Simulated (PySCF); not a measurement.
Species: C5H2F3NO.
Cartesian coordinates in Å at the GFN2-xTB level; atoms count from 1:
```xyz
12
C5H2F3NO angstrom
F     -3.5498    0.1629    0.3468
C     -2.3326   -0.2408    0.0252
F     -2.3775   -1.3198   -0.7273
C     -1.2081    0.3667    0.4132
F     -1.3125    1.4659    1.1851
C      0.1416   -0.0375    0.0872
C      1.3386    0.6112    0.5009
C      2.3122   -0.1541   -0.0645
O      1.7574   -1.1578   -0.7464
N      0.4228   -1.0874   -0.6541
H      1.4270    1.4856    1.1084
H      3.3821   -0.0956   -0.0593
```

The closed-shell SCF was solved with PySCF and density fitting under several settings on one GFN2-xTB geometry (grid level 2 and gas phase unless stated).

```csv
settings,basis functions,SCF cycles,E (Eh),HOMO (eV),LUMO (eV),dipole (D)
PBE0/pcSseg-1,180,15,-620.4350,-7.34,-1.34,2.82
PBE0/def2-SVPD,228,15,-620.0651,-7.42,-1.43,2.92
"B97-2/3-21G, fitting basis def2-universal-jkfit",94,11,-617.5196,-6.82,-1.10,2.90
"mPW1PW91/ANO-RCC-VDZP, IEF-PCM water, energy threshold 1e-07 Eh",150,9,-621.1827,-7.33,-1.25,3.90
```

Question: Estimate the row for these settings: revPBE/Sadlej pVTZ, start guess huckel.

Answer: 
```tsv
settings	basis functions	SCF cycles	E (Eh)	HOMO (eV)	LUMO (eV)	dipole (D)
revPBE/Sadlej pVTZ, start guess huckel	258	20	-621.1357	-5.98	-2.10	2.57
```

Question: Over all rows, what range does the HOMO–LUMO gap span?

Answer: From 3.88 eV (revPBE/Sadlej pVTZ, start guess huckel) to 6.08 eV (mPW1PW91/ANO-RCC-VDZP, IEF-PCM water, energy threshold 1e-07 Eh). The functional of the narrowest has no exact exchange, that of the widest 25 % exact exchange.

Question: And the dipole moment?

Answer: From 2.57 D (revPBE/Sadlej pVTZ, start guess huckel) to 3.90 D (mPW1PW91/ANO-RCC-VDZP, IEF-PCM water, energy threshold 1e-07 Eh); the largest is 1.52 times the smallest, and the median is 2.90 D.

Question: Compare two rows with the functional PBE0: PBE0/pcSseg-1 and PBE0/def2-SVPD. Which energy is lower, and by how much?

Answer: PBE0/pcSseg-1 (180 functions) lies 0.3699 Eh or 232 kcal/mol below PBE0/def2-SVPD (228 functions). The smaller set gives the lower energy; the two sets aren't nested, so the variational bound doesn't order them by size.

Whole jobs, the steps after the SCF included, on an Arm Neoverse V1 with one thread (shared host):

```csv
settings,work after the SCF,wall time,peak memory
PBE0/pcSseg-1,"shieldings, ring-centre shieldings, charges and field gradients",24 s,0.79 GiB
PBE0/def2-SVPD,"6 singlets by full TDDFT, 2 Tamm–Dancoff triplets, polarisability",46 s,0.91 GiB
"B97-2/3-21G, fitting basis def2-universal-jkfit","shieldings, ring-centre shieldings",8.3 s,0.56 GiB
"mPW1PW91/ANO-RCC-VDZP, IEF-PCM water, energy threshold 1e-07 Eh","spin–spin couplings from 5 perturbed nuclei, spin–dipole term for 3 of them",39 s,0.84 GiB
"revPBE/Sadlej pVTZ, start guess huckel","spin–spin couplings from 5 perturbed nuclei, spin–dipole term for 3 of them",1.7 min,0.76 GiB
```

Cycle counts include a coarse-grid stage where the run had one. ANO-RCC sets were contracted for a scalar-relativistic Hamiltonian, but ran non-relativistically here. The structure is a single GFN2-xTB conformer; no vibrational corrections.
